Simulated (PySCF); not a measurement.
## Two-component Hartree-Fock for Sc¹¹⁺ (scandium, charge +11)

Start: [Ne]. Calculated with PySCF 2.14 in an uncontracted even-tempered set (18 s from 1.7 bohr⁻², ratio 2.4; 12 p from 2.2 bohr⁻², ratio 2.4; 5 d from 13 bohr⁻², ratio 2.6; 5 f from 19 bohr⁻², ratio 2.6): generalised Hartree-Fock with the X2C-1e Hamiltonian and a Gaussian nucleus; one run each with spin-orbit coupling (SO) switched off, then screened by Boettger's factors.

```json
{"spinor shell": "1s1/2", "electrons": "2", "ε, spin-free (eV)": "-4819.8", "ε, screened SO (eV)": "-4819.8", "weight of nominal j (screened SO)": "1.000", "rms radius, screened SO (bohr)": "0.0843"}
{"spinor shell": "2s1/2", "electrons": "2", "ε, spin-free (eV)": "-784.00", "ε, screened SO (eV)": "-784.00", "weight of nominal j (screened SO)": "1.000", "rms radius, screened SO (bohr)": "0.365"}
{"spinor shell": "2p1/2", "electrons": "2", "ε, spin-free (eV)": "-689.41", "ε, screened SO (eV)": "-692.74", "weight of nominal j (screened SO)": "1.000", "rms radius, screened SO (bohr)": "0.332"}
{"spinor shell": "2p3/2", "electrons": "4", "ε, spin-free (eV)": "-689.41", "ε, screened SO (eV)": "-687.77", "weight of nominal j (screened SO)": "1.000", "rms radius, screened SO (bohr)": "0.334"}
```

```tsv
quantity	spin-free	screened SO
E (hartree)	-717.04207	-717.04665
M_J	0	0
⟨J²⟩	0.000	0.000
⟨L²⟩	0.000	0.000
⟨S²⟩	0.000	0.000
```

Without spin-orbit coupling the j labels of p, d and f shells carry no meaning; the spin-free column gives the mean over the occupied spinors of each nl shell.
